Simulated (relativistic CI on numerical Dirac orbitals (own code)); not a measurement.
# Level scheme of Cu XXI

Method of calculation: Dirac-Coulomb-Breit CI, separate exchange-only KLI orbitals for each configuration, model QED (radiative potential, 1s self-energy scaled to tabulated hydrogen-like ionisation energies), unscaled Slater integrals (own radial code, finite nucleus).

CI space (outside the closed core 1s2): 2s2.2p5, 2s.2p6, 2p6.3s, 2p6.3p, 2s2.2p4.3s, 2p6.3d, 2s2.2p4.3p, 2s2.2p4.3d, 2s.2p5.3s, 2s.2p5.3p, 2s.2p5.3d, 2s2.2p4.4s, 2s2.2p4.4p, 2s2.2p4.4d, 2s2.2p4.4f, 2s.2p5.4s. Levels of other configurations are missing.

```tsv
No.	Configuration	Term	J	E (Ry)	%	Next component (%)
41	2p4(1S).3p	2P°	1/2	82.180	88	7 4D°
42	2p4(3P).3d	4F	3/2	82.252	60	22 2D
43	2p4(3P).3d	4F	5/2	82.306	51	21 2D
44	2p4(3P).3d	4D	1/2	82.414	61	31 2P
45	2p4(3P).3d	4F	7/2	82.628	52	24 2F
46	2p4(3P).3d	4D	3/2	82.640	34	25 2D
47	2p4(3P).3d	4P	5/2	82.860	42	29 2F
48	2p4(3P).3d	2P	3/2	82.983	64	13 2D
49	2p4(3P).3d	2D	5/2	83.058	49	42 2F
50	2p4(1D).3d	2G	7/2	83.363	80	15 2F
51	2p4(1D).3d	2G	9/2	83.406	85	15 4F
52	2p4(1D).3d	2F	5/2	83.641	48	46 2D
53	2p4(1D).3d	2S	1/2	83.665	79	12 4P
54	2p4(1D).3d	2F	7/2	83.786	91	4 4D
55	2p4(1D).3d	2P	3/2	83.893	81	7 2D
56	2p4(1D).3d	2D	5/2	83.979	64	30 2F
57	2p4(1D).3d	2D	3/2	84.301	93	3 2P
58	2p4(1D).3d	2P	1/2	84.408	92	6 2S
59	2s.2p5.3s	4P°	5/2	85.070	99	1 2s2.2p4.3p 4P°
60	2s.2p5.3s	4P°	3/2	85.511	57	42 2P°
61	2p4(1S).3d	2D	5/2	85.534	71	9 2F
62	2p4(1S).3d	2D	3/2	85.806	76	10 4F
63	2s.2p5.3s	4P°	1/2	86.197	69	29 2P°
64	2s.2p5.3s	2P°	3/2	86.213	61	37 4P°
65	2s.2p5.3s	2P°	1/2	87.003	70	28 4P°
66	2s.2p5.3p	4S	3/2	87.611	70	26 4P
67	2s.2p5.3p	4D	5/2	87.877	53	29 2D
68	2s.2p5.3p	4D	7/2	88.076	99	1 2s2.2p4.3d 4D
69	2s.2p5.3p	2P	3/2	88.250	34	33 4D
70	2s.2p5.3p	4P	5/2	88.395	50	49 2D
71	2s.2p5.3p	4D	1/2	88.608	38	36 4P
72	2s.2p5.3p	2P	3/2	88.758	56	39 4D
73	2s.2p5.3p	2P	1/2	88.912	41	40 2S
74	2s.2p5.3p	4D	5/2	89.087	42	30 4P
75	2s.2p5.3p	2D	3/2	89.137	46	39 4P
76	2s.2p5.3s	2P°	3/2	89.150	94	4 4P°
77	2s.2p5.3s	2P°	1/2	89.263	98	1 4P°
78	2s.2p5.3p	4D	1/2	89.271	52	44 4P
79	2s.2p5.3p	2D	3/2	89.858	39	26 4P
80	2s.2p5.3p	2S	1/2	89.945	53	40 2P
81	2s.2p5.3d	4P°	1/2	91.152	96	3 4D°
82	2s.2p5.3d	4P°	3/2	91.263	84	15 4D°
83	2s.2p5.3d	4F°	9/2	91.353	100	
84	2s.2p5.3d	4P°	5/2	91.443	52	38 4D°
85	2s.2p5.3d	4F°	7/2	91.473	71	21 4D°
86	2s.2p5.3d	4F°	5/2	91.749	44	26 2D°
87	2s.2p5.3p	2D	3/2	91.754	86	10 2P
88	2s.2p5.3d	2F°	7/2	91.867	57	42 4D°
89	2s.2p5.3d	4F°	3/2	91.975	41	26 2D°
90	2s.2p5.3p	2D	5/2	92.118	94	3 4D
91	2s.2p5.3p	2P	1/2	92.151	93	5 2S
92	2s.2p5.3p	2P	3/2	92.309	86	11 2D
93	2s.2p5.3d	4D°	1/2	92.343	86	11 2P°
94	2s.2p5.3d	2D°	5/2	92.509	54	26 4F°
95	2s.2p5.3d	2F°	7/2	92.541	40	35 4D°
96	2s.2p5.3d	4D°	5/2	92.544	37	37 2F°
97	2s.2p5.3d	2D°	3/2	92.611	46	28 4D°
98	2s.2p5.3p	2S	1/2	92.642	94	3 4P
99	2s.2p5.3d	4F°	3/2	92.757	49	30 4D°
100	2s.2p5.3d	2P°	1/2	92.833	94	6 4D°
101	2s.2p5.3d	2F°	5/2	93.310	43	21 4D°
102	2s.2p5.3d	2P°	3/2	93.745	65	28 2D°
103	2s.2p5.3d	2F°	5/2	95.471	89	8 2D°
104	2s.2p5.3d	2F°	7/2	95.490	95	3 4F°
105	2s.2p5.3d	2P°	3/2	95.628	83	12 2D°
106	2s.2p5.3d	2P°	1/2	95.778	93	5 4D°
107	2s.2p5.3d	2D°	5/2	95.787	89	8 2F°
108	2s.2p5.3d	2D°	3/2	95.816	82	15 2P°
109	2p6.3s	2S	1/2	98.998	96	2 2s.2p5.3p 2S
110	2p4(3P).4s	4P	5/2	101.233	87	13 2D
```

Energies count from the lowest computed level; ° marks odd parity. Percentages are summed over parent terms; the parents shown are those of the largest component, closed shells are left out there.

The mean weight of the leading LS term, summed over parents, in these 70 levels is 69 %, and that of the leading jj configuration (from the same eigenvectors) 67 %.

At this charge energies of transitions that change n are usually good to better than 1 %, and those within a shell (Δn = 0) to a few per cent.

LS names give the leading component of a level, which can be under half, so a name can repeat, a term be missing and a line seem to break the LS rules.
